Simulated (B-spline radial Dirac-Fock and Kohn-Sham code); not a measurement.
Dipole and non-dipole photoemission parameters of Mn 3d5/2

System: the free manganese atom in the configuration [Ar] 3d5 4s2; threshold 10.92 eV (orbital energy of the model). Model: Dirac-Hartree-Slater photoionisation with a Latter tail; cross sections with all multipoles, angular parameters from the dipole term and its interference with E2. Program: a radial finite-basis atomic code.

The run's input, task.json:

```json
{"items": [{
  "Z": 25,
  "q": 0,
  "cfg": [[1, 0, 2], [2, 0, 2], [2, 1, 6], [3, 0, 2], [3, 1, 6], [3, 2, 5], [4, 0, 2]],
  "A": 55,
  "rrms": 3.7057,
  "do": "xps",
  "hv": [61.6, 73.3, 77.2, 78.2, 106.0, 150, 229.0, 283.0, 290.0, 300, 307.0, 371.0, 436.0, 493.0, 581.0, 600, 1220.0, 1260.0, 2000, 2010.0, 2510.0, 2870.0, 2984.4, 3250.0, 4020.0, 6080.0, 8047.8, 8580.0, 9251.7, 15000],
  "edges": {"K": 6539.0, "L1": 769.1, "L2": 649.9, "L3": 638.7, "M1": 82.3}
}]}
```

Run with: `python xray2_run.py task.json out`

For linearly polarised light dσ/dΩ = σ/(4π) [1 + β P₂(cos θ) + (δ + γ cos²θ) sin θ cos φ], with θ from the polarisation vector and φ the angle between the beam and the projection of the electron momentum on the plane normal to the polarisation.

```
hν (eV)    σ (kb)      β      γ      δ
   61.6      3930  0.575  0.007  0.012
   73.3      3280  0.689  0.011  0.014
   77.2      3090  0.722  0.013  0.014
   78.2      3040  0.730  0.013  0.014
    106      1920  0.912  0.024  0.017
    150       958  1.080  0.048  0.021
    229       344  1.209  0.098  0.027
    283       194  1.238  0.135  0.031
    290       182  1.240  0.140  0.031
    300       165  1.242  0.147  0.032
    307       155  1.243  0.152  0.032
    371         ?      ?      ?      ?
    436      54.5  1.225  0.234  0.041
    493      37.2  1.205  0.266  0.045
    581      22.0  1.169  0.311  0.051
    600      19.8  1.160  0.320  0.052
   1220      1.73  0.913  0.521  0.096
   1260      1.54  0.901  0.530  0.098
   2000     0.276  0.726  0.653  0.150
   2010     0.270  0.724  0.654  0.151
   2510     0.114  0.647  0.714  0.184
   2870    0.0670  0.602  0.750  0.207
 2984.4    0.0573  0.589  0.760  0.214
   3250    0.0406  0.561  0.782  0.230
   4020    0.0169  0.493  0.831  0.275
   6080   0.00291  0.381  0.884  0.381
 8047.8  0.000865  0.327  0.907  0.468
   8580  0.000654  0.317  0.914  0.490
 9251.7  0.000470  0.305  0.922  0.517
  15000  5.41e-05  0.220  0.953  0.727
```

Question: Give the values at 371 eV.

Answer: σ = 88.9 kb, β = 1.241, γ = 0.194, δ = 0.036.

Values without a named source are computed, but for edge energies of neutral atoms, which are taken from tables.
